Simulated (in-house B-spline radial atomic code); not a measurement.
Values are calculated unless marked as measured or tabulated.
## Making a Troullier-Martins d channel for Co, r_c = 2.81 bohr

Co, [Ar] 3d7 4s2, non-relativistic PBE, spherical and spin-unpolarised, from a B-spline radial code for spherical atoms (atomic units). The all-electron 3d level is ε = -0.312732 hartree and its outer maximum at 0.67 bohr.

Inside r_c the pseudo-orbital is u(r) = r^3 exp(p(r)), with p = c0 + c2 r² + c4 r⁴ + … + c12 r¹². The seven coefficients follow from p and its first four derivatives at r_c, from zero curvature of the screened potential at the origin, c4 = −c2²/(2l + 5), and from the norm inside r_c. At r_c the all-electron orbital has P = 0.186977, P' = -0.1554117, the screened potential V = -0.3414023, V' = 0.2485902, V'' = -0.2489427, and the norm inside is Q = 0.9788589.

Q: What are p, p' and p'' at r_c?

A: p = ln(P/r_c^3) = ln(0.186977/22.188) = -4.77632. p' = P'/P − 3/r_c = -0.83118 − 1.06762 = -1.89880. The radial equation gives p'' = 2(V − ε) − 2(3) p'/r_c − p'² = -0.05734 − (-4.05437) − 3.60543 = 0.39160. Differentiating, p''' = 2V' + 2(3)p'/r_c² − 2(3)p''/r_c − 2p'p'' = -0.29468, and p'''' = 2V'' − 4(3)p'/r_c³ + 4(3)p''/r_c² − 2(3)p'''/r_c − 2p''² − 2p'p''' = 0.32761.

For a trial c2 the five matching conditions are linear in c0, c6, c8, c10 and c12, and c2 is varied until the norm inside r_c equals Q. The root nearest zero gives:

```tsv
n	c_n
0	1.242201
2	-1.154351
4	-0.1480585
6	0.07974254
8	-0.01212231
10	0.0008316927
12	-2.201466e-05
```

Q: Check c4 and p(r_c), and find the screened pseudopotential at the origin.

A: −c2²/9 = -0.148058, as listed. The terms c_n r_c^n are 1.24220, -9.11487, -9.23121, 39.25798, -47.12331, 25.52855, -5.33566, which sum to -4.77632. Inverting the radial equation, V_l(r) = ε + 3 p'/r + (p'' + p'²)/2, so V_l(0) = ε + (2l + 3) c2 = -0.312732 + 7 × (-1.15435) = -8.3932 hartree, finite where the all-electron potential diverges.

Orbitals and screened potentials:

| r (bohr) | P | u | V all-electron | V pseudo |
| --- | --- | --- | --- | --- |
| 0.281 | 0.5328 | 0.07009 | -43.87 | -8.369 |
| 0.702 | 0.9545 | 0.6602 | -8.002 | -7.605 |
| 1.124 | 0.7652 | 1.031 | -2.676 | -4.83 |
| 1.546 | 0.5432 | 0.7396 | -1.243 | -1.384 |
| 1.967 | 0.3794 | 0.4225 | -0.7134 | 0.1104 |
| 2.388 | 0.2659 | 0.2679 | -0.4749 | -0.1345 |
| 2.81 | 0.187 | 0.187 | -0.3414 | -0.3414 |

Logarithmic derivatives P'/P at R = 3.11 bohr, for energies E around ε:

| E − ε (hartree) | all-electron | pseudo |
| --- | --- | --- |
| -0.5 | 1.29234 | 1.34493 |
| -0.25 | 1.04533 | 1.11011 |
| -0.1 | 0.759943 | 0.82304 |
| 0 | -0.828588 | -0.828589 |
| 0.1 | 1.30486 | 1.49083 |
| 0.25 | 0.868213 | 1.04298 |
| 0.5 | 0.482641 | 0.723979 |
